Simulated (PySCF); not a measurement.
Propyl acetate, C5H10O2.
SMILES with atom numbers: `[CH3:1][CH2:2][CH2:3][O:4][C:5]([CH3:6])=[O:7]` (hydrogens: H8, H9, H10 on C1; H11, H12 on C2; H13, H14 on C3; H15, H16, H17 on C6)

Cartesian coordinates in Å at the PBE0-D3(BJ)/def2-TZVP level; atoms count from 1:
```xyz
17
C5H10O2 angstrom
C     -2.7611   -0.1623   -0.0046
C     -1.3084   -0.5431    0.2223
C     -0.4616    0.6755    0.5140
O      0.9008    0.3277    0.7809
C      1.6974    0.1760   -0.2863
C      3.0948   -0.1657    0.1320
O      1.3309    0.3171   -1.4225
H     -2.8652    0.4994   -0.8681
H     -3.3751   -1.0459   -0.1875
H     -3.1777    0.3560    0.8638
H     -1.2242   -1.2421    1.0602
H     -0.9078   -1.0454   -0.6618
H     -0.8036    1.1804    1.4195
H     -0.4943    1.3777   -0.3219
H      3.6530   -0.5278   -0.7278
H      3.5785    0.7337    0.5206
H      3.0896   -0.9079    0.9302
```

The closed-shell ground state was solved at several levels (PySCF, density fitting, gas phase, non-relativistic). Geometry: PBE0-D3(BJ)/def2-TZVP, one conformer, isolated molecule.

```tsv
level	basis functions	HOMO (eV)	LUMO (eV)	gap (eV)	dipole (D)
wB97X-D/pcSseg-2	392	-9.86	2.21	12.07	1.86
KT3/pcSseg-2	392	-6.42	-0.72	5.70	1.77
PBE0/pcSseg-2	392	-7.94	0.35	8.29	1.84
```

Problem. Estimate the row for B97-2/pcSseg-2, a basis of 392 functions; the other rows only guide the guess.

Solution. HOMO -7.63 eV, LUMO 0.28 eV, gap 7.91 eV, dipole 1.84 D.

Problem. Over all these levels, which gives the widest orbital gap and which the narrowest?

Solution. wB97X-D/pcSseg-2 (range-separated hybrid) has the widest, 12.07 eV, and KT3/pcSseg-2 (GGA) the narrowest, 5.70 eV. From the narrowest to the widest the HOMO moves by -3.44 eV and the LUMO by +2.93 eV.

Problem. In the pcSseg-2 basis, how does the gap go with the fixed share of exact exchange?

Solution. KT3 (0 %) 5.70 eV; B97-2 (21 %) 7.91 eV; PBE0 (25 %) 8.29 eV. Each rise in the share widens the gap here.

Problem. How far do the dipole and the HOMO energy spread over the levels?

Solution. The dipole runs from 1.77 to 1.86 D (mean 1.83 D) and the HOMO from -9.86 to -6.42 eV.
